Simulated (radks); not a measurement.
Values are calculated unless marked as measured or tabulated.
K+, configuration [Ar]. Code: a radial shooting solver on a logarithmic mesh with Libxc functionals. Model: non-relativistic Kohn-Sham, SOGGA, spin-unpolarised, spherical densities, point nucleus.

Unscreened Slater integrals over Kohn-Sham orbitals (eV).

\begin{tabular}{lr}
integral & value \\ \hline
F0(3p,3p) & 17.268 \\
F2(3p,3p) & 8.6198 \\
F0(3p,3s) & 18.189 \\
G1(3p,3s) & 12.023 \\
F0(3p,2p) & 23.667 \\
F2(3p,2p) & 4.1493 \\
G0(3p,2p) & 1.6223 \\
G2(3p,2p) & 1.6493 \\
F0(3p,2s) & 23.330 \\
G1(3p,2s) & 1.2397 \\
F0(3s,3s) & 19.262 \\
F0(3s,2p) & 25.704 \\
G1(3s,2p) & 1.9508 \\
F0(3s,2s) & 25.411 \\
G0(3s,2s) & 1.5633 \\
F0(2p,2p) & 70.876 \\
F2(2p,2p) & 33.072 \\
F0(2p,2s) & 66.196 \\
G1(2p,2s) & 38.817 \\
F0(2s,2s) & 63.117 \\
\end{tabular}
